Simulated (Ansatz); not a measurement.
C2H5O (SMILES CC[O-]), charge -1, singlet, at a GFN2-xTB geometry (a gas-phase anion, which may not be bound at this level); BLYP-D4/def2-SV(P) (Ansatz, a first-principles code).

Here is a job for Ansatz.
Ansatz 0.2 input:
```yaml
crystal:
  periodic: [false, false, false]
  atoms:
    - {symbol: C, position_ang: [1.14079889, -0.41047783, -0.00910137]}
    - {symbol: C, position_ang: [-0.15104036, 0.49608328, -0.00011144]}
    - {symbol: O, position_ang: [-1.28599144, -0.12785782, 0.01201976]}
    - {symbol: H, position_ang: [0.01912236, 1.20779716, 0.90182864]}
    - {symbol: H, position_ang: [0.00273178, 1.20239996, -0.90920924]}
    - {symbol: H, position_ang: [2.05088849, 0.19671438, -0.01914757]}
    - {symbol: H, position_ang: [1.14631297, -1.04620846, 0.87611273]}
    - {symbol: H, position_ang: [1.13032475, -1.05147317, -0.89046572]}
basis:
  gaussian:
    orbitals: def2-SV_P_.json
hamiltonian:
  xc: blyp
  dispersion: d4
total_charge: -1
```
The basis file holds def2-SV(P) in the JSON format of the Basis Set Exchange.

What the program printed (banner, timings and long lists left out):

```
Functional definition: BLYP
709 factors; their error is unknown
mean field evaluation 1: about -4192.8662 eV, gradient 3.6e1 eV
mean field evaluation 2: about -4171.4906 eV, gradient 9.9e1 eV
mean field evaluation 4: about -4196.1395 eV, gradient 4.5e0 eV
mean field evaluation 8: about -4196.1899 eV, gradient 1.8e-1 eV
mean field evaluation 16: about -4196.1592 eV, gradient 8.2e-5 eV
mean field -4196.15924225 eV, -154.2060078939 hartree, gradient 8.2e-5 eV, S^2 0.000000; 0 other end points of the search recorded, 0 dependent functions left out
reference -4196.15953811 eV, -154.2060187666 hartree; 13, 13 occupied and 39, 39 virtual orbitals, 709 factors
Total energy: -4196.43387199 eV, -154.2161003507 hartree
```
